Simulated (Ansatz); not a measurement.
A run for Ansatz (a quantum-chemistry and plane-wave program): R-B3LYP/def2-TZVPP on C2H6 (SMILES CC).

Ansatz 0.2 input:
```yaml
crystal:
  periodic: [false, false, false]
  atoms:
    - {symbol: C, position_ang: [0.00001210, -0.00000000, 0.76310000]}
    - {symbol: H, position_ang: [1.01713496, 0.00000000, 1.16010643]}
    - {symbol: H, position_ang: [-0.50853653, 0.88084522, 1.16014233]}
    - {symbol: H, position_ang: [-0.50853653, -0.88084522, 1.16014233]}
    - {symbol: C, position_ang: [-0.00001210, 0.00000000, -0.76310000]}
    - {symbol: H, position_ang: [0.50853653, 0.88084522, -1.16014233]}
    - {symbol: H, position_ang: [-1.01713496, 0.00000000, -1.16010643]}
    - {symbol: H, position_ang: [0.50853653, -0.88084522, -1.16014233]}
basis:
  gaussian:
    orbitals: def2-TZVPP
hamiltonian:
  xc: {name: B3LYP}
scf: {lower_state_search: off}
```

Program output:

```
WARN ansatz: RAYON_NUM_THREADS=4 ignored (pool sized by the plan → 4); use --threads N
Functional definition: B3LYP
these checks for a lower state are left out or cut short: stability, starts, cluster_reference, orbital_swaps, neighbouring_geometries, increment
integrals: 0.03 GiB planned
714 factors; their error is unknown
mean field: 0.46 GiB planned
mean field evaluation 1: about -2165.0941 eV, gradient 5.9e1 eV
mean field evaluation 2: about -2159.6140 eV, gradient 7.3e1 eV
mean field evaluation 4: about -2173.2885 eV, gradient 7.8e-1 eV
mean field evaluation 8: about -2173.2712 eV, gradient 1.0e-3 eV
mean field -2173.27117225 eV, -79.8662424840 hartree, gradient 2.7e-6 eV, S^2 0.000000; 0 other end points of the search recorded, 0 dependent functions left out
reference -2173.27140977 eV, -79.8662512127 hartree; 9, 9 occupied and 137, 137 virtual orbitals, 714 factors
Total energy: -2173.27140977 eV, -79.8662512127 hartree
Checks for a lower state left out: stability, starts, cluster_reference, orbital_swaps, neighbouring_geometries, increment
```

The calculation finished and met its thresholds.

Cost: about 1.5 core-seconds (a rough figure).
